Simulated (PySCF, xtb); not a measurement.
B(F)2(iPr) (C₃H₇BF₂), SMILES CC(C)B(F)F.

GFN2-xTB run with xtb at its own geometry gives an orbital gap of 5.34 eV and a dipole moment of 2.11 D.

Geometry: PBE0-D3(BJ)/def2-SVP. The values are those of a single conformer.

Q: What does PySCF with PBE/def2-TZVP give? (The exact figures need the calculation; the answer reports its results.)

A: gap 6.63 eV (levels -7.47 and -0.84 eV), dipole 1.50 D.
